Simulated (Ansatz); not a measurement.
Reactions of C4H5N, SMILES `CC=C=C=N`.

Calculated with Ansatz (gas phase, PBE0-D4/def2-TZVP geometries, no zero-point term in ΔE). CBS: MP2 limit from def2 TZ/QZ plus the TZ coupled-cluster correction, frozen cores. This one scheme is used for every species, atoms too. Functionals use def2-TZVPP. Open shells (•) are unrestricted, without spin–orbit coupling. Spin–orbit coupling would lower the free atoms: a little for C. def2 core potentials past Kr. For Sn outer-core shells are correlated without core-valence functions, so the limit isn't a true one: a few kJ/mol of doubt a bond, and 10 to 20 or more in all where bonds break to atoms. Each species was taken in one conformer, which may not be the lowest.

```csv
reaction,PBE-D4 (kcal/mol)
`CC=C=C=N` → `[CH2]` (triplet) + `C=C=C=N`,110.3
`CC=C=C=N` → `c1cc[nH]c1`,-46.8
`CC=C=C=N` + `[OH][SnH]([OH])[OH]` → `C[O][SnH]([OH])[OH]` + `C=C=C=N`,18.6
`CC=C=C=N` + H₂ → `C=C=C=N` + CH₄,-11.0
`CC=C=C=N` → 4 C• + 5 H• + N•,1069.1
`CC=C=C=N` + `C[SiH](O)O` → `CO[SiH](C)O` + `C=C=C=N`,17.8
```

Task: Give the CCSD(T)/CBS values in the same order. (Estimate.)

Result: The calculation gave: 107.9, -51.3, 18.1, -12.4, 1017.7, 17.7 kcal/mol.

Largest T1 diagnostic: 0.016, for `C=C=C=N`.
